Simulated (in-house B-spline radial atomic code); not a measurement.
**PBE excitations of Br⁷⁺**

Method: PBE. Computed with a B-spline radial code for spherical atoms: linear response of the closed shell [Ar] 3d10 with the functional's adiabatic kernel; non-relativistic, point nucleus, no spin-orbit coupling, no double excitations, S, P, D and F terms only. Only terms of natural parity with L up to 3 were computed.

Without relativity these are model numbers for so heavy an element.

Command:
```bash
python run_td.py task.json out
```
Settings (radii: box in bohr, nucleus in fm):
```
Z                        35
electrons                28
configuration            [Ar] 3d10
hamiltonian              nr
method                   pbe,pbe
box_radius               12.81
intervals                53
```

Time taken, with all properties: 0.9 s on 1 thread of Intel(R) Xeon(R) Platinum 8488C (Sapphire Rapids), on a shared host.

The lowest states, in the order of their Tamm-Dancoff energies; the method's threshold (minus the highest occupied level) is 176.89 eV. Labels give the largest channel, * marks a mixed state, and oscillator strengths are full-response dipole values. Semilocal kernels can invert the small singlet-triplet splittings of Rydberg terms. Energies in eV:

| state | full response | Tamm-Dancoff | oscillator strength |
| --- | --- | --- | --- |
| 3d → 4s 3D | 66.61 | 66.62 | - |
| 3d → 4s 1D | 67.40 | 67.41 | - |
| 3d → 4p 3P | 82.42 | 82.44 | - |
| 3d → 4p 3F | 82.64 | 82.65 | - |
| 3d → 4p 1F | 83.25 | 83.26 | - |
| 3d → 4p 1P | ? | ? | ? |
| 3d → 4d 3S | ? | ? | - |
| 3d → 4d 3D | 108.49 | 108.50 | - |
| 3d → 4d 1D | 109.40 | 109.42 | - |
| 3d → 4d 1S | 115.85 | 116.75 | - |

Q: Where does 3d → 4d 3S lie?

A: At 107.35 eV in full response, 107.38 eV in Tamm-Dancoff.

Q: Where does 3d → 4p 1P lie?

A: At 84.56 eV in full response, 84.65 eV in Tamm-Dancoff, oscillator strength 0.53.

Q: How large is the singlet-triplet splitting of 3d → 4s (D terms) in Tamm-Dancoff?

A: 0.785 eV, from the unrounded values.

Q: What polarisabilities and dispersion coefficient does the method give?

A: Dipole 0.2779 bohr³, quadrupole 0.2202 bohr⁵, C6 0.3627 hartree·bohr⁶ for two such species.
